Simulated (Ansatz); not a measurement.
Consider the isomerisation: `C[SiH2]O[SiH2]F` → `FC[SiH2]O[SiH3]`.

Calculated with Ansatz (gas phase, PBE0-D4/def2-TZVP geometries, no zero-point term in ΔE). CCSD(T)/CBS adds triple-zeta CCSD(T) − MP2 to the extrapolated MP2 energy (def2 sets, frozen cores). Functionals use def2-TZVPP. B3LYP here is the variant with VWN-RPA as its local correlation; programs differ in this. Each species was taken in one conformer, which may not be the lowest.

Problem. Is it downhill or uphill in electronic energy at CCSD(T)/CBS, and by how much? (Best estimate.)

Solution. The calculation gave: Uphill: ΔE = +66.3 kcal/mol.

Problem. What do these levels give: PBE-D4, r2SCAN-D4, PBE0-D4, PBE, PBE0, B3LYP, HF/def2-TZVPP, SCS-MP2/def2-TZVPP, CCSD(T)/def2-TZVPP, MP2/def2-QZVPP, MP2/CBS(def2), CCSD/CBS(def2)? (Estimate.)

Solution. Ansatz gave: PBE-D4 61.3, r2SCAN-D4 65.1, PBE0-D4 63.2, PBE 61.4, PBE0 63.3, B3LYP 63.3, HF/def2-TZVPP 65.2, SCS-MP2/def2-TZVPP 66.3, CCSD(T)/def2-TZVPP 65.3, MP2/def2-QZVPP 69.0, MP2/CBS(def2) 69.2, CCSD/CBS(def2) 66.5 kcal/mol.

Largest T1 diagnostic among the species: 0.011.

From PBE to PBE0 (25 % exact exchange), in def2-TZVPP and without D4, ΔE moves by +1.9 kcal/mol.
